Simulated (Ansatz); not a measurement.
C₈H₁₄OSn⁺, that is Sn(vinyl)3(OEt) with one electron fewer, relaxed as a doublet with UKS r2SCAN-D4/def2-SVP in Ansatz, starting from the r2SCAN-D4/def2-SVP geometry of the neutral singlet. Force threshold 0.03 eV/Å.

In the def2 sets Sn takes a core potential; there is no spin–orbit coupling. The relaxation made no stability test and no search for a lower SCF solution.

Start:

```xyz
24

Sn    0.157   -0.266   -0.365
C    -0.577   -2.256   -0.137
C    -0.079   -3.311   -0.797
H    -1.401   -2.403    0.574
H     0.746   -3.221   -1.516
H    -0.474   -4.325   -0.651
C    -0.553    0.675   -2.158
C    -1.433    0.063   -2.963
H    -0.186    1.675   -2.429
H    -1.831   -0.937   -2.742
H    -1.801    0.533   -3.885
C     2.291   -0.179   -0.165
C     2.979   -1.201    0.361
H     2.835    0.713   -0.506
H     2.486   -2.116    0.714
H     4.072   -1.173    0.467
O    -0.697    0.655    1.202
C    -0.501    2.034    1.413
C    -1.291    2.458    2.636
H     0.575    2.275    1.568
H    -0.832    2.633    0.535
H    -1.167    3.534    2.840
H    -2.362    2.248    2.485
H    -0.956    1.890    3.518
```

| step | energy (eV) | largest force component (eV/Å) | SCF passes |
| --- | --- | --- | --- |
| 1 | -16379.9789 | 1.348 | 36 |
| 2 | -16380.1540 | 0.684 | 41 |
| 3 | -16380.1931 | 0.512 | 40 |
| 4 | -16380.2235 | 0.375 | 34 |
| 5 | -16380.2392 | 0.232 | 35 |
| 6 | -16380.2491 | 0.108 | 35 |
| 7 | -16380.2553 | 0.066 | 34 |
| 8 | -16380.2577 | 0.077 | 35 |
| 9 | -16380.2608 | 0.133 | 32 |
| 10 | -16380.2630 | 0.370 | 33 |
| 11 | -16380.2672 | 0.274 | 33 |
| 14 | -16380.2842 | 0.212 | 35 |
| 17 | -16380.2932 | 0.258 | 34 |
| 20 | -16380.3004 | 0.046 | 33 |
| 23 | -16380.3050 | 0.093 | 27 |
| 26 | -16380.3096 | 0.072 | 28 |
| 29 | -16380.3116 | 0.103 | 34 |
| 32 | -16380.3132 | 0.020 | 29 |
| 35 | -16380.3141 | 0.068 | 32 |
| 38 (rejected) | -16380.3098 | 0.265 | 34 |
| 41 | -16380.3186 | 0.047 | 32 |
| 44 | -16380.3244 | 0.177 | 33 |
| 47 | -16380.3313 | 0.146 | 31 |
| 50 | -16380.3410 | 0.213 | 30 |
| 53 | -16380.3464 | 0.045 | 27 |
| 56 | -16380.3485 | 0.032 | 30 |
| 57 | -16380.3492 | 0.024 | 29 |

Force components are those of the run's own axes.

End:

Cartesian coordinates in Å:
```
Sn 0.599 -0.230 -1.036
C -0.781 -1.657 -0.194
C -0.323 -2.756 0.424
H -1.856 -1.456 -0.293
H 0.744 -2.943 0.601
H -1.012 -3.544 0.760
C -0.253 1.011 -2.527
C -1.504 0.813 -2.965
H 0.369 1.811 -2.947
H -2.156 0.015 -2.590
H -1.933 1.451 -3.747
C 2.639 -0.737 -0.802
C 3.176 -0.836 0.421
H 3.238 -0.911 -1.703
H 2.609 -0.655 1.341
H 4.235 -1.095 0.546
O 0.322 0.788 0.819
C -0.718 1.628 1.173
C -1.309 1.297 2.529
H -0.232 2.640 1.229
H -1.471 1.726 0.363
H -2.052 2.058 2.806
H -1.806 0.315 2.490
H -0.528 1.265 3.303
```

By distances, no bond broke or formed. The bond that changes most is Sn1–O17, from 2.01 to 2.13 Å (atoms count from 1).

The force fell under the threshold at step 28, but the optimiser went on and released 0.038 eV more. No frequencies were taken in this run, so the end may be a saddle point.

Run time 2.4 min (2 threads of AMD EPYC 7R13 on a shared host and a share (18 GiB) of an NVIDIA H100 80GB HBM3), peak host memory 0.93 GiB.
